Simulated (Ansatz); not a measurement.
`[F][SnH]([F])[I]`. Total charge 0; spin multiplicity 1. Sn, I takes the def2 core potential. The structure was optimised at the PBE0-D4/def2-TZVP level.

```xyz
5

F     0.911    1.497    0.702
Sn   -0.003   -0.079    0.155
F     1.379   -1.125   -0.630
I    -1.689    0.588   -1.750
H    -0.598   -0.880    1.522
```

(1) What is the dipole moment at r2SCAN/def2-TZVPP? (An estimate is asked.)

(2) And with PBE, B3LYP, ωB97M-V? (Estimate.)

(3) Give the Mulliken charges with r2SCAN, B3LYP, PBE in def2-TZVPP. (Best estimate.)

## Answers

(1) The calculation gave: 2.87 D, with components (-2.62, -0.87, 0.79) D in this frame, pointing from negative to positive charge.

(2) Computed: PBE 2.78 D, B3LYP 2.98 D, ωB97M-V 2.97 D.

(3) Computed: 
```csv
atom,r2SCAN,B3LYP,PBE
F1,-0.46,-0.46,-0.42
Sn2,1.19,1.20,1.10
F3,-0.46,-0.46,-0.42
I4,-0.20,-0.20,-0.19
H5,-0.07,-0.08,-0.08
```

B3LYP here is the variant with VWN-RPA as its local correlation; programs differ in this.
